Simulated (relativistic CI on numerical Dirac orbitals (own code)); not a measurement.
## How well does a small relativistic CI reproduce In+?

Calculated at this level of theory: Dirac-Coulomb-Breit CI, KLI orbitals optimised for each configuration, QED by a radiative potential, valence Slater integrals scaled by 0.85, P86 correlation energy added to each configuration (own radial code, finite nucleus).

Configuration list (outside the closed core [Kr] 4d10): 5s2, 5s.5p, 5s.6s, 5p2, 5s.5d, 5s.6p, 5d2, 5s.7s, 5s.4f, 5s.6d, 5p.5d, 5s.7p, 5s.5f, 5s.5g, 5s.7d, 5s.6f. Levels of other configurations are missing.

```csv
Configuration,Term (tabulated),J,Measured (cm⁻¹),Computed,Error,Purity (%)
5s2,1S,0,0.0,0,0,97
5s.5p,3P°,0,42276.4,37622,-4654,100
5s.5p,3P°,1,43350.9,38643,-4708,99
5s.5p,3P°,2,45829.6,40878,-4951,100
5s.5p,1P°,1,63038.2,61353,-1685,95
5s.6s,3S,1,93923.4,89280,-4644,100
5s.6s,1S,0,97029.7,92833,-4197,99
5p2,3P,0,101607.7,97018,-4590,98
5s.5d,3D,1,102088.0,97330,-4758,99
5s.5d,3D,2,102174.0,97399,-4775,100
5s.5d,3D,3,102307.6,97505,-4802,100
5p2,3P,1,103248.8,98317,-4932,99
5p2,3P,2,105564.6,100384,-5181,97
5s.6p,3P°,0,107662.2,102652,-5010,100
5s.6p,3P°,1,107841.5,102859,-4983,99
5s.6p,3P°,2,108429.9,103376,-5054,100
5s.6p,1P°,1,109779.8,106688,-3092,96
5p2,1S,0,121289.1,119561,-1729,63
```

Measured levels from NIST Handbook of Basic Atomic Spectroscopic Data (Sansonetti and Martin, J. Phys. Chem. Ref. Data 34, 1559 (2005)); pairs were made by configuration, J and term (by order where the table uses no LS term), so strongly mixed levels may be paired wrongly.

Mean error by configuration (cm⁻¹): 5s.5p -4000; 5s.6s -4420; 5p2 -4108; 5s.5d -4779; 5s.6p -4535. Over the excited levels the mean absolute error is 4338 cm⁻¹ (17 of the 19 excited levels that our extract of the source holds in range could be paired, and the others can miss by more), and the median relative error of those above 1,000 cm⁻¹ is 4.7 %.

Transition probabilities of persistent lines. The last column rescales the computed rate by the cube of measured over computed energy:

| λ measured (Å) | Lower | Upper | A tabulated (s⁻¹) | A computed | A rescaled |
| --- | --- | --- | --- | --- | --- |
| 1586.34 vacuum | 5s2 1S_0 | 5s.5p 1P°_1 | 1.22e+09 | 1.81e+09 | 1.96e+09 |
| 2306.05 air | 5s2 1S_0 | 5s.5p 3P°_1 | 2.30e+06 | 1.06e+06 | 1.49e+06 |
| 2554.43 air | 5s.5p 1P°_1 | 5s.5d 3D_2 | 1.00e+06 | 6.65e+05 | 8.52e+05 |
| 2941.05 air | 5s.5p 1P°_1 | 5s.6s 1S_0 | 1.40e+08 | 4.86e+08 | 6.12e+08 |
